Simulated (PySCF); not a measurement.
PySCF input (TPSSh/def2-TZVPD):

```python
from pyscf import gto, scf, dft

mol = gto.M(
    atom='''
    B    -0.61983440    0.53918661   -0.87908408
    H    -1.31278863    0.15274157   -1.78949853
    O    -0.51638791    1.93167282   -0.84082765
    H     0.05269730    2.13584912   -0.08487339
    Se    0.24971667   -0.60111489    0.38224746
    ''',
    basis='def2-tzvpd',
    charge=-1,
    spin=0,
    verbose=4,
)

mf = dft.RKS(mol, xc='tpssh').density_fit(auxbasis='def2-universal-jkfit')
mf.grids.level = 3
mf.conv_tol = 1e-9
mf.max_cycle = 100
mf.max_memory = 1500
mf.kernel()
if not mf.converged:
    mf = mf.newton()
    mf.kernel(mf.make_rdm1())
mf.analyze()
```

Output:

```
PySCF version 2.14.0

[INPUT] verbose = 4
[INPUT] num. atoms = 5
[INPUT] num. electrons = 50
[INPUT] charge = -1
[INPUT] spin (= nelec alpha-beta = 2S) = 0
[INPUT] symmetry False subgroup None
[INPUT] Mole.unit = angstrom
[INPUT] Symbol           X                Y                Z      unit          X                Y                Z       unit  Magmom
[INPUT]  1 B     -0.619834400000   0.539186610000  -0.879084080000 AA   -1.171317258584   1.018915022933  -1.661228151665 Bohr   0.0
[INPUT]  2 H     -1.312788630000   0.152741570000  -1.789498530000 AA   -2.480810970143   0.288639735136  -3.381662122012 Bohr   0.0
[INPUT]  3 O     -0.516387910000   1.931672820000  -0.840827650000 AA   -0.975831723937   3.650332592066  -1.588933976462 Bohr   0.0
[INPUT]  4 H      0.052697300000   2.135849120000  -0.084873390000 AA    0.099583464504   4.036169880193  -0.160387462363 Bohr   0.0
[INPUT]  5 Se     0.249716670000  -0.601114890000   0.382247460000 AA    0.471896115038  -1.135942511498   0.722343011211 Bohr   0.0

nuclear repulsion = 134.655360298169
number of shells = 56
number of NR pGTOs = 241
number of NR cGTOs = 152
basis = def2-tzvpd
ecp = {}

******** <class 'pyscf.df.df_jk.DFRKS'> ********
method = DFRKS
initial guess = minao
damping factor = 0
level_shift factor = 0
DIIS = <class 'pyscf.scf.diis.CDIIS'>
diis_start_cycle = 1
diis_space = 8
diis_damp = 0
SCF conv_tol = 1e-09
SCF conv_tol_grad = None
SCF max_cycles = 100
direct_scf = False
XC library pyscf.dft.libxc version 7.1.2
    S. Lehtola, C. Steigemann, M. J. T. Oliveira, and M. A. L. Marques,  SoftwareX 7, 1–5 (2018)
XC functionals = tpssh
    V. N. Staroverov, G. E. Scuseria, J. Tao, and J. P. Perdew,  J. Chem. Phys. 119, 12129 (2003)
radial grids:
    Treutler-Ahlrichs [JCP 102, 346 (1995); DOI:10.1063/1.469408] (M4) radial grids

becke partition: Becke, JCP 88, 2547 (1988); DOI:10.1063/1.454033
pruning grids: <function nwchem_prune>
grids dens level: 3
symmetrized grids: False
atomic radii adjust function: <function treutler_atomic_radii_adjust>
small_rho_cutoff = 0
Set gradient conv threshold to 3.16228e-05
Initial guess from minao.
tot grids = 68168
******** <class 'pyscf.df.df.DF'> ********
auxbasis = def2-universal-jkfit
init E= -2502.10804101668
  HOMO = -0.265286073774963  LUMO = -0.0859674544850932  gap/eV = 4.87951
cycle= 1 E= -2502.81627638942  delta_E= -0.708  |g|= 0.763  |ddm|= 1.85
  HOMO = 0.0744478818148463  LUMO = 0.139313174302209  gap/eV = 1.76507
cycle= 2 E= -2502.57870163523  delta_E= 0.238  |g|= 1.33  |ddm|= 2.34
  HOMO = 0.0133873450250247  LUMO = 0.124164588145288  gap/eV = 3.01440
[...]
cycle= 11 E= -2502.93987330452  delta_E= -9.37e-11  |g|= 1.47e-06  |ddm|= 2.73e-05
  HOMO = -0.00426262742605715  LUMO = 0.122383090739569  gap/eV = 3.44621
Extra cycle  E= -2502.93987330451  delta_E= 5.91e-12  |g|= 1.51e-06  |ddm|= 6.24e-06
converged SCF energy = -2502.93987330451
**** SCF Summaries ****
Total Energy =                       -2502.939873304509547
Nuclear Repulsion Energy =             134.655360298169285
One-electron Energy =                -3761.357616810749732
Two-electron Energy =                 1123.762383208070787
Two-electron Coulomb Energy =         1224.477321493368891
DFT Exchange-Correlation Energy =     -100.714938285298146
HOMO-LUMO gap [eV] =                     3.446205524784991
**** MO energy ****
MO #1   energy= -453.342556994314  occ= 2
MO #2   energy= -57.5963397343795  occ= 2
MO #3   energy= -51.6187975273298  occ= 2
MO #4   energy= -51.6183739684934  occ= 2
MO #5   energy= -51.6176205949146  occ= 2
MO #6   energy= -18.889088672138   occ= 2
MO #7   energy= -7.4826497842554   occ= 2
MO #8   energy= -6.53240326182914  occ= 2
MO #9   energy= -5.41789747279646  occ= 2
MO #10  energy= -5.41605695866454  occ= 2
MO #11  energy= -5.41368178769505  occ= 2
MO #12  energy= -1.78098804738521  occ= 2
MO #13  energy= -1.78019928463867  occ= 2
MO #14  energy= -1.77844114714114  occ= 2
MO #15  energy= -1.77672470517717  occ= 2
MO #16  energy= -1.77645875985061  occ= 2
MO #17  energy= -0.819658806008547 occ= 2
MO #18  energy= -0.421135799934298 occ= 2
MO #19  energy= -0.346279242745872 occ= 2
MO #20  energy= -0.216667414598284 occ= 2
MO #21  energy= -0.191986559553871 occ= 2
MO #22  energy= -0.164625155434857 occ= 2
MO #23  energy= -0.0813171070181582 occ= 2
MO #24  energy= -0.0198995072526252 occ= 2
MO #25  energy= -0.00426262742605715 occ= 2
MO #26  energy= 0.122383090739569  occ= 0
MO #27  energy= 0.134753520071153  occ= 0
MO #28  energy= 0.14070282868329   occ= 0
MO #29  energy= 0.150731781987496  occ= 0
MO #30  energy= 0.167298079150218  occ= 0
MO #31  energy= 0.178581760445127  occ= 0
MO #32  energy= 0.186079543799437  occ= 0
MO #33  energy= 0.207408131731848  occ= 0
MO #34  energy= 0.223230347761839  occ= 0
MO #35  energy= 0.243367675180011  occ= 0
MO #36  energy= 0.252207315018568  occ= 0
MO #37  energy= 0.261180716736548  occ= 0
MO #38  energy= 0.274354171587261  occ= 0
MO #39  energy= 0.289754931259752  occ= 0
MO #40  energy= 0.306302207568676  occ= 0
MO #41  energy= 0.30651736578447   occ= 0
MO #42  energy= 0.311897337960411  occ= 0
MO #43  energy= 0.326363045416206  occ= 0
MO #44  energy= 0.338798319232003  occ= 0
MO #45  energy= 0.347837398219368  occ= 0
MO #46  energy= 0.372739753021644  occ= 0
MO #47  energy= 0.377453428180282  occ= 0
MO #48  energy= 0.386470701871332  occ= 0
MO #49  energy= 0.390162960179276  occ= 0
MO #50  energy= 0.417077512908912  occ= 0
MO #51  energy= 0.41882779559827   occ= 0
MO #52  energy= 0.42718400429718   occ= 0
MO #53  energy= 0.444945389958757  occ= 0
MO #54  energy= 0.459913597645314  occ= 0
MO #55  energy= 0.47309046312611   occ= 0
MO #56  energy= 0.483853701120515  occ= 0
MO #57  energy= 0.502013976404266  occ= 0
MO #58  energy= 0.538685758839304  occ= 0
MO #59  energy= 0.583095604948251  occ= 0
MO #60  energy= 0.586745228354491  occ= 0
MO #61  energy= 0.605739363602062  occ= 0
MO #62  energy= 0.608254653649486  occ= 0
MO #63  energy= 0.62180990983915   occ= 0
MO #64  energy= 0.623720186559627  occ= 0
MO #65  energy= 0.630380610036765  occ= 0
MO #66  energy= 0.63747626279571   occ= 0
MO #67  energy= 0.658865847191511  occ= 0
MO #68  energy= 0.697781593339072  occ= 0
MO #69  energy= 0.711621224719633  occ= 0
MO #70  energy= 0.712660319182467  occ= 0
MO #71  energy= 0.780686612767874  occ= 0
MO #72  energy= 0.795444357261971  occ= 0
MO #73  energy= 0.828417784167652  occ= 0
MO #74  energy= 0.836894619816372  occ= 0
MO #75  energy= 0.912705029855009  occ= 0
MO #76  energy= 0.934284674248364  occ= 0
MO #77  energy= 0.934362250210251  occ= 0
MO #78  energy= 0.953996421664932  occ= 0
MO #79  energy= 0.99358497480981   occ= 0
MO #80  energy= 1.02289341213621   occ= 0
MO #81  energy= 1.09439106158617   occ= 0
MO #82  energy= 1.17238935380767   occ= 0
MO #83  energy= 1.19268360799224   occ= 0
MO #84  energy= 1.22920818822484   occ= 0
MO #85  energy= 1.26005725870833   occ= 0
MO #86  energy= 1.31922001805278   occ= 0
MO #87  energy= 1.45010586243607   occ= 0
MO #88  energy= 1.46110976650178   occ= 0
MO #89  energy= 1.48057310492831   occ= 0
MO #90  energy= 1.5193377360923    occ= 0
MO #91  energy= 1.53013418587357   occ= 0
MO #92  energy= 1.53291713774507   occ= 0
MO #93  energy= 1.56843535800587   occ= 0
MO #94  energy= 1.57674642639569   occ= 0
MO #95  energy= 1.59204327886879   occ= 0
MO #96  energy= 1.61472209416987   occ= 0
MO #97  energy= 1.70357221458111   occ= 0
MO #98  energy= 1.74153338095224   occ= 0
MO #99  energy= 1.74376222360408   occ= 0
MO #100 energy= 1.76461250582882   occ= 0
MO #101 energy= 1.81563700769893   occ= 0
MO #102 energy= 1.82587757765448   occ= 0
MO #103 energy= 1.8443332271359    occ= 0
MO #104 energy= 1.86652728732851   occ= 0
MO #105 energy= 1.95604931292974   occ= 0
MO #106 energy= 1.97612859290127   occ= 0
MO #107 energy= 2.06786296907824   occ= 0
[...]
```

It need not be the lowest isomer of its formula. Whether it binds its extra electron was not tested at this geometry.
